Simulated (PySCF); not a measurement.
C3H7F2Si (doublet state).
Geometry (GFN2-xTB, Å), atoms numbered from 1 in this order:
```xyz
13
C3H7F2Si angstrom
C     -1.7174   -0.3115   -0.4355
C     -0.9636    0.3450    0.6357
F     -0.8758    1.7052    0.3877
C      0.4619   -0.2090    0.8018
Si     1.5165    0.0767   -0.7552
F      2.9597   -0.5595   -0.4097
H     -2.0278    0.2483   -1.2930
H     -1.9699   -1.3475   -0.3443
H     -1.4908    0.2606    1.6044
H      0.9212    0.2756    1.6657
H      0.3844   -1.2716    1.0320
H      1.0310   -0.6944   -1.8904
H      1.7664    1.4825   -1.0169
```

The hyperfine couplings belong to this conformer and change with its torsions.

Identity: `[CH2][C@H](F)C[SiH2]F` [radical].

Level of theory: PySCF, UKS B3LYP, pcH-1 on C F H Si, non-relativistic, mean-field spin-orbit, GIAO. The structure is a single GFN2-xTB conformer in the gas phase; no vibrational or solvent corrections. The geometry wasn't refined by DFT: couplings that depend on bond lengths, twists or pyramidal angles can differ widely from those at the functional's own minimum. No stability test was run, so a lower SCF solution isn't excluded.

**Question.** The isotropic 13C couplings are +86.6, +66.7, -37.6 MHz. Assign them to C1; C2; C4.

**Answer.** 
```json
{"site": "C1", "a_iso (MHz)": "+86.6", "ρ(0) (bohr⁻³)": "+0.0772", "position": "largest spin population", "distance from C1 (Å)": "0.00", "spin population": "+1.07", "largest |T| (MHz)": "162.6"}
{"site": "C2", "a_iso (MHz)": "-37.6", "ρ(0) (bohr⁻³)": "-0.0335", "position": "1 bond from C1", "distance from C1 (Å)": "1.47", "spin population": "-0.07", "largest |T| (MHz)": "2.4"}
{"site": "C4", "a_iso (MHz)": "+66.7", "ρ(0) (bohr⁻³)": "+0.0594", "position": "2 bonds from C1", "distance from C1 (Å)": "2.51", "spin population": "+0.04", "largest |T| (MHz)": "10.0"}
```

ρ(0) is the spin density at the nucleus and T the dipolar tensor; a_iso includes a spin–orbit part; entries for several nuclei are means. Largest spin populations (Mulliken): C1 (+1.07) and C2 (-0.07). C1 is the only atom above +0.15. The positive populations add up to 1.17 and the negative ones to -0.17, together 2S = 1. The angles at C1 add up to 360.0°, so it is planar; its axial dipolar tensor and the negative couplings of its protons fit spin in a p orbital normal to that plane.

Class means assume fast exchange of nuclei equivalent by connectivity; if that motion is slow, each nucleus keeps its own coupling.

Time: 46 s of wall time (grids of density and orbitals included); peak memory 0.84 GiB. Hardware: an Arm Neoverse V1 with one thread, shared host with 64 logical CPUs at a one-minute load of 172.
